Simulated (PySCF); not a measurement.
Bonding in `C[C@@H]1C=COC(C#N)=C1`

Species: C7H7NO.
Atom-mapped SMILES: `[CH3:1][C@@H:2]1[CH:3]=[CH:4][O:5][C:6]([C:7]#[N:8])=[CH:9]1` (hydrogens: H10, H11, H12 on C1; H13 on C2; H14 on C3; H15 on C4; H16 on C9)

Structure used (GFN2-xTB), in Å, numbered top down from 1:
```xyz
16
C7H7NO angstrom
C     -1.7725   -0.6973   -0.7209
C     -0.8200   -0.3327    0.4289
C     -0.7226    1.1618    0.5924
C      0.4070    1.8296    0.4200
O      1.6140    1.2737    0.1126
C      1.6237   -0.0909    0.0115
C      2.8991   -0.6448   -0.2764
N      3.9121   -1.1212   -0.5187
C      0.5534   -0.8782    0.1662
H     -2.7678   -0.3090   -0.5181
H     -1.4172   -0.2701   -1.6565
H     -1.8346   -1.7774   -0.8329
H     -1.2216   -0.7828    1.3492
H     -1.6256    1.6950    0.8395
H      0.4989    2.9007    0.5164
H      0.6662   -1.9473    0.0754
```

Bond orders from the PBE0/pcSseg-1 density (PySCF). Geometry: GFN2-xTB; no solvent, vibrations or thermal averaging.

Task: Where do the orders between heavy atoms depart from those drawn in the SMILES?

Result: The largest departure is 0.299, at C6–C9 (drawn double, 1.701).

Task: Set the Mayer orders of the bonds beside their lengths.

Result: 
```csv
bond,drawn as,length (Å),Mayer order
C1–C2,single,1.537,1.012
C2–C3,single,1.507,1.008
C3–C4,double,1.323,1.858
C4–O5,single,1.364,0.992
O5–C6,single,1.368,0.994
C6–C7,single,1.420,1.039
C7–N8,triple,1.145,3.021
C6–C9,double,1.338,1.701
C9–C2,single,1.501,1.016
C1–H10,single,1.087,0.963
C1–H11,single,1.088,0.966
C1–H12,single,1.088,0.963
C2–H13,single,1.100,0.923
C3–H14,single,1.077,0.955
C4–H15,single,1.079,0.975
C9–H16,single,1.079,0.957
```

By pair of heavy elements: C–C: lowest C2–C3 (1.008, 1.507 Å), highest C3–C4 (1.858, 1.323 Å). C–O: all 2 within 0.02 of one another (0.992 to 0.994).

Task: Sum the orders of all bonds at each heavy atom with more than one neighbour and set the sums beside the valence in the SMILES.

Result: C1 3.904 (drawn 4), C2 3.959 (drawn 4), C3 3.821 (drawn 4), C4 3.825 (drawn 4), O5 1.986 (drawn 2), C6 3.734 (drawn 4), C7 4.060 (drawn 4), C9 3.674 (drawn 4). Orders between atoms that aren't bonded are not in these sums.

Mayer orders depend on the basis set.
